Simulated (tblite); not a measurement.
A geometry optimisation, step by step.

C4H8BClO.
SMILES with atom numbers: `[CH:1]#[C:2][B@H-:3]([Cl:4])[O+:5]([CH3:6])[CH3:7]` (hydrogens: H8 on C1; H9 on B3; H10, H11, H12 on C6; H13, H14, H15 on C7)
Bond orders are those of one Lewis drawing.

Computed with GFN2-xTB (tblite), gas phase: L-BFGS steps from a force-field or distance-geometry start until the largest atomic force falls under 0.01 eV/Å. 9 of its 114 geometries are shown.

Step 0: E = -610.1141 eV, largest atomic force 2.802 eV/Å
```
atom  x, y, z in Å  |  force x, y, z in eV/Å
C1      2.379    0.511    1.324   -0.492  -0.246  -0.717
C2      1.711    0.023    0.431    1.156   1.269   1.592
B3      0.866   -0.631   -0.675    2.717  -0.585  -0.358
Cl4     1.060    0.313   -2.262    0.061   0.305  -0.197
O5     -0.531   -0.816   -0.263   -0.785  -0.766  -0.347
C6     -1.451   -0.214   -1.124   -1.426   0.028  -0.550
C7     -0.755   -0.509    1.062   -0.908   1.568   1.684
H8      2.961    0.969    2.099   -0.346  -0.373  -0.562
H9      1.332   -1.712   -0.848   -0.102  -0.407  -0.282
H10    -1.200   -0.506   -2.160   -0.018   0.336   0.475
H11    -2.443   -0.662   -0.903    0.209   0.523   0.003
H12    -1.450    0.897   -1.016   -0.116  -0.735  -0.174
H13    -0.047   -0.976    1.759   -0.072  -0.025  -0.564
H14    -1.777   -0.799    1.369    0.245   0.016  -0.214
H15    -0.660    0.614    1.185   -0.121  -0.909   0.213
```

Step 14: E = -610.6239 eV, largest atomic force 0.150 eV/Å
```
atom  x, y, z in Å  |  force x, y, z in eV/Å
C1      2.436    0.558    1.329    0.088   0.041   0.114
C2      1.840    0.018    0.438   -0.078  -0.038  -0.055
B3      1.109   -0.667   -0.722   -0.029  -0.056  -0.094
Cl4     1.137    0.333   -2.236    0.016   0.025   0.045
O5     -0.583   -0.819   -0.254    0.018   0.042  -0.047
C6     -1.531   -0.227   -1.130   -0.027  -0.013  -0.002
C7     -0.822   -0.471    1.099   -0.014   0.039   0.011
H8      2.967    1.005    2.119    0.030   0.053   0.001
H9      1.385   -1.798   -0.924   -0.032  -0.030  -0.008
H10    -1.263   -0.509   -2.147    0.000   0.026   0.041
H11    -2.528   -0.612   -0.894    0.055   0.016   0.048
H12    -1.523    0.865   -1.044   -0.002  -0.055  -0.037
H13    -0.084   -0.996    1.703   -0.045   0.022   0.006
H14    -1.831   -0.786    1.383    0.034  -0.001  -0.043
H15    -0.715    0.609    1.256   -0.012  -0.069   0.018
```

Step 28: E = -610.6305 eV, largest atomic force 0.047 eV/Å
```
atom  x, y, z in Å  |  force x, y, z in eV/Å
C1      2.449    0.559    1.325    0.028  -0.004   0.008
C2      1.846   -0.008    0.454   -0.014   0.006  -0.008
B3      1.103   -0.677   -0.716    0.025  -0.013   0.037
Cl4     1.156    0.365   -2.202   -0.008   0.019  -0.005
O5     -0.568   -0.801   -0.256    0.005  -0.029  -0.004
C6     -1.526   -0.227   -1.130   -0.006  -0.003  -0.012
C7     -0.829   -0.470    1.096   -0.002  -0.003   0.010
H8      2.989    1.037    2.092   -0.006  -0.004  -0.021
H9      1.359   -1.810   -0.942   -0.002   0.015  -0.011
H10    -1.273   -0.525   -2.144    0.017  -0.008  -0.022
H11    -2.514   -0.612   -0.865   -0.024   0.006  -0.001
H12    -1.522    0.864   -1.066    0.001   0.022  -0.016
H13    -0.104   -1.001    1.708    0.000  -0.008   0.026
H14    -1.841   -0.796    1.349   -0.011  -0.003   0.024
H15    -0.731    0.605    1.275   -0.003   0.005  -0.006
```

Step 42: E = -610.6327 eV, largest atomic force 0.025 eV/Å
```
atom  x, y, z in Å  |  force x, y, z in eV/Å
C1      2.473    0.555    1.317   -0.008   0.005  -0.015
C2      1.845   -0.019    0.468    0.006   0.001   0.017
B3      1.097   -0.675   -0.703   -0.009   0.018  -0.015
Cl4     1.149    0.410   -2.164   -0.004  -0.003   0.006
O5     -0.577   -0.814   -0.248    0.003   0.001   0.000
C6     -1.521   -0.236   -1.136    0.006  -0.001  -0.003
C7     -0.845   -0.475    1.102    0.004  -0.006  -0.003
H8      3.026    1.051    2.061    0.011  -0.013   0.016
H9      1.354   -1.799   -0.962    0.003  -0.004  -0.001
H10    -1.264   -0.556   -2.143   -0.009  -0.004  -0.004
H11    -2.520   -0.595   -0.874    0.009   0.000   0.009
H12    -1.494    0.856   -1.094   -0.008  -0.005  -0.007
H13    -0.123   -1.003    1.720   -0.001   0.002   0.009
H14    -1.858   -0.800    1.356    0.001   0.006  -0.001
H15    -0.748    0.601    1.277   -0.004   0.001  -0.009
```

Step 56: E = -610.6343 eV, largest atomic force 0.070 eV/Å
```
atom  x, y, z in Å  |  force x, y, z in eV/Å
C1      2.502    0.537    1.326    0.009  -0.002   0.032
C2      1.848   -0.011    0.480   -0.023  -0.019  -0.014
B3      1.090   -0.645   -0.699    0.043  -0.043   0.035
Cl4     1.128    0.464   -2.139   -0.007   0.030  -0.029
O5     -0.574   -0.815   -0.246    0.003   0.013   0.001
C6     -1.524   -0.260   -1.143    0.007  -0.020   0.007
C7     -0.855   -0.462    1.099    0.003   0.012  -0.002
H8      3.076    0.998    2.077   -0.016  -0.007  -0.019
H9      1.365   -1.763   -0.978   -0.014   0.024  -0.008
H10    -1.287   -0.621   -2.140    0.001   0.003   0.006
H11    -2.521   -0.601   -0.850    0.013   0.022  -0.018
H12    -1.483    0.833   -1.142   -0.026  -0.031  -0.004
H13    -0.137   -0.978    1.733    0.009   0.009  -0.012
H14    -1.868   -0.792    1.345    0.015   0.028   0.014
H15    -0.764    0.617    1.257   -0.019  -0.019   0.012
```

Step 71: E = -610.6652 eV, largest atomic force 0.313 eV/Å
```
atom  x, y, z in Å  |  force x, y, z in eV/Å
C1      2.595    0.253    1.432    0.182   0.003   0.042
C2      1.875   -0.102    0.538    0.033  -0.058  -0.125
B3      1.038   -0.458   -0.703   -0.001  -0.049  -0.091
Cl4     0.956    0.982   -1.845    0.006   0.069   0.054
O5     -0.538   -0.741   -0.190   -0.109   0.006  -0.289
C6     -1.532   -0.501   -1.193    0.201   0.083   0.065
C7     -0.866   -0.242    1.100   -0.012  -0.060  -0.066
H8      3.267    0.534    2.192   -0.099   0.001   0.020
H9      1.346   -1.446   -1.298   -0.151   0.123   0.157
H10    -1.284   -1.147   -2.039   -0.045   0.087   0.138
H11    -2.509   -0.761   -0.787   -0.026  -0.068  -0.015
H12    -1.537    0.543   -1.544    0.082  -0.225   0.202
H13    -0.099   -0.628    1.771   -0.049   0.073   0.044
H14    -1.842   -0.634    1.392   -0.030   0.010  -0.006
H15    -0.875    0.850    1.152    0.019   0.004  -0.130
```

Step 85: E = -610.7935 eV, largest atomic force 0.199 eV/Å
```
atom  x, y, z in Å  |  force x, y, z in eV/Å
C1      2.639   -0.119    1.465   -0.059  -0.020  -0.182
C2      1.958   -0.229    0.479    0.075   0.006   0.184
B3      0.998   -0.264   -0.726    0.001   0.025   0.056
Cl4     0.691    1.448   -1.370   -0.003   0.027   0.019
O5     -0.460   -0.755   -0.122    0.022   0.046  -0.057
C6     -1.460   -0.783   -1.133   -0.024  -0.023  -0.033
C7     -0.867    0.024    0.998   -0.033  -0.046   0.009
H8      3.257   -0.038    2.312    0.027  -0.015  -0.026
H9      1.234   -1.009   -1.611    0.037  -0.060   0.024
H10    -1.168   -1.535   -1.865    0.024   0.006   0.013
H11    -2.415   -1.058   -0.684   -0.012  -0.007  -0.026
H12    -1.534    0.191   -1.627   -0.043   0.000   0.019
H13    -0.097   -0.085    1.757    0.068   0.046   0.015
H14    -1.811   -0.362    1.379   -0.084  -0.022   0.003
H15    -0.971    1.076    0.726    0.004   0.037  -0.019
```

Step 99: E = -610.8072 eV, largest atomic force 0.089 eV/Å
```
atom  x, y, z in Å  |  force x, y, z in eV/Å
C1      2.727   -0.150    1.439    0.045   0.013   0.004
C2      1.952   -0.235    0.525    0.000  -0.016   0.029
B3      0.983   -0.238   -0.670   -0.030   0.014  -0.016
Cl4     0.689    1.495   -1.268   -0.012   0.017  -0.032
O5     -0.480   -0.737   -0.118    0.015   0.025   0.047
C6     -1.454   -0.809   -1.153   -0.003   0.031   0.038
C7     -0.926    0.045    0.987    0.012  -0.015   0.046
H8      3.421   -0.084    2.227   -0.020  -0.023  -0.004
H9      1.240   -0.964   -1.565    0.023  -0.032  -0.026
H10    -1.128   -1.573   -1.855    0.033   0.017  -0.031
H11    -2.414   -1.097   -0.721   -0.024  -0.011  -0.003
H12    -1.544    0.153   -1.666   -0.009  -0.006  -0.001
H13    -0.148   -0.025    1.748   -0.048   0.045  -0.031
H14    -1.860   -0.373    1.369    0.020   0.029  -0.021
H15    -1.061    1.093    0.699   -0.002  -0.089   0.001
```

Step 113: E = -610.8133 eV, largest atomic force 0.010 eV/Å
```
atom  x, y, z in Å  |  force x, y, z in eV/Å
C1      2.741   -0.187    1.438   -0.002   0.001   0.001
C2      1.954   -0.234    0.532    0.005   0.001   0.003
B3      0.987   -0.234   -0.667   -0.003  -0.007  -0.002
Cl4     0.695    1.484   -1.305    0.000   0.003   0.004
O5     -0.476   -0.721   -0.104   -0.002  -0.003  -0.007
C6     -1.448   -0.815   -1.139   -0.001   0.002   0.001
C7     -0.940    0.079    0.979    0.001  -0.004   0.003
H8      3.433   -0.159    2.230   -0.001   0.001  -0.002
H9      1.245   -0.982   -1.547    0.003   0.000   0.004
H10    -1.067   -1.513   -1.881   -0.006   0.004  -0.007
H11    -2.382   -1.195   -0.720   -0.002  -0.005   0.001
H12    -1.612    0.160   -1.605    0.003  -0.002  -0.004
H13    -0.162    0.066    1.740    0.005   0.005   0.000
H14    -1.860   -0.354    1.374    0.000   0.003   0.004
H15    -1.112    1.108    0.653   -0.001   0.002   0.000
```

**Question.** Summarise the path.

**Answer.** The energy falls by 67.46 kJ/mol from step 0 to step 113; nine tenths of that is first reached at step 78. It rises by more than 0.2 meV at steps 67 and 75. The largest force goes from 2.802 to 0.010 eV/Å. Among the bonds B3–O5 changes most, from 1.468 to 1.642 Å; the atoms move by 0.859 Å rms after alignment.

The cost below is that of the whole relaxation. Time: 0.75 s. Hardware: an Arm Neoverse V1 with one thread, on a shared host.
